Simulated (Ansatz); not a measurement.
C$_{2}$HClF$_{4}$, SMILES `FC(Cl)C(F)(F)F`. The species carries charge 0 and has multiplicity 1. Geometry: relaxed with PBE0-D4/def2-TZVP.

```xyz
8

F    -0.149   -1.392    1.060
C     0.476   -0.568    0.194
Cl    1.872    0.176    0.955
C    -0.523    0.498   -0.268
F     0.041    1.297   -1.169
F    -0.969    1.233    0.740
F    -1.565   -0.106   -0.841
H     0.818   -1.137   -0.672
```

Q: What is the dipole moment at ωB97M-V/def2-TZVPP? (Best estimate.)

A: Computed: 1.40 D, with components (0.84, -0.71, -0.87) D in this frame, pointing from negative to positive charge.

Q: And with PBE, r2SCAN, B3LYP? (Best estimate.)

A: Computed: PBE 1.28 D, r2SCAN 1.34 D, B3LYP 1.40 D.

Q: Give the Mulliken charges with ωB97M-V, r2SCAN, PBE in def2-TZVPP. (Best estimate.)

A: Computed: 
```
atom  ωB97M-V  r2SCAN    PBE
  F1    -0.16   -0.17  -0.13
  C2     0.08    0.20   0.10
 Cl3    -0.04   -0.09  -0.08
  C4     0.44    0.47   0.35
  F5    -0.15   -0.16  -0.12
  F6    -0.14   -0.15  -0.11
  F7    -0.15   -0.16  -0.12
  H8     0.13    0.07   0.11
```

B3LYP here is the variant with VWN-RPA as its local correlation; programs differ in this.
